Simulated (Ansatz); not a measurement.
Species: C3H9Si, charge 0, multiplicity 2. It need not be the lowest isomer of its formula. 
Geometry from a B3LYP-D3(BJ)/def2-TZVP (Ansatz, a first-principles code) optimisation:
SMILES: C[Si](C)C
```xyz
13

C     -0.8521     1.4972    -0.4999
Si     0.0757     0.1268     0.4047
C      1.7245    -0.2103    -0.4467
C     -0.9666    -1.4447     0.4429
H     -1.0560     1.1966    -1.5338
H     -1.8079     1.7151    -0.0204
H     -0.2706     2.4203    -0.5286
H      2.2834    -0.9962     0.0641
H      1.5567    -0.5348    -1.4798
H      2.3488     0.6844    -0.4745
H     -1.1720    -1.7866    -0.5777
H     -1.9243    -1.2757     0.9381
H     -0.4524    -2.2512     0.9685
```
Charge 0, spin multiplicity 2.

Property: vertical electron affinity (to the singlet state of charge -1; a negative value means that the extra electron is unbound and the number depends on the basis; each state is the SCF solution reached for its spin; the molecule has degenerate orbitals, so one determinant may break the symmetry; for the singlet the Hartree-Fock reference is unstable and T1 is 0.018), in eV. Correlated levels leave the core frozen unless marked. Open shells are spin-unrestricted. No spin-orbit coupling. No relativistic terms. Anions need diffuse functions: aug- sets have them; def2-D sets add few. 

| level | program | vertical electron affinity (eV) |
|---|---|---|
| HF/aug-cc-pV(D+d)Z | Ansatz | -0.97 |
| HF/aug-cc-pV(T+d)Z | Ansatz | -0.97 |
| SVWN5/def2-TZVPD | Ansatz | 0.40 |
| PBE/def2-TZVPD | Ansatz | 0.19 |
| r2SCAN/def2-TZVPD | Ansatz | 0.00 |
| B3LYP/def2-TZVPD | Ansatz | 0.22 |
| PBE0/def2-TZVPD | Ansatz | 0.07 |
| BHLYP/def2-TZVPD | Ansatz | -0.04 |
| CAM-B3LYP/def2-TZVPD | Ansatz | 0.12 |
| wB97M-V/def2-TZVPD | Ansatz | 0.23 |
| wB97X-V/def2-TZVPD | Ansatz | 0.08 |
| wB97X/def2-TZVPD | Ansatz | 0.08 |
| B2PLYP/def2-TZVPD | Ansatz | 0.12 |
| MP2/aug-cc-pV(D+d)Z | Ansatz | 0.15 |
| RI-MP2/aug-cc-pV(T+d)Z | Ansatz | 0.26 |
| SCS-MP2/aug-cc-pV(D+d)Z | Ansatz | 0.13 |
| CCSD/aug-cc-pV(D+d)Z | Ansatz | 0.11 |
| CCSD(T)/aug-cc-pV(D+d)Z | Ansatz | 0.22 |
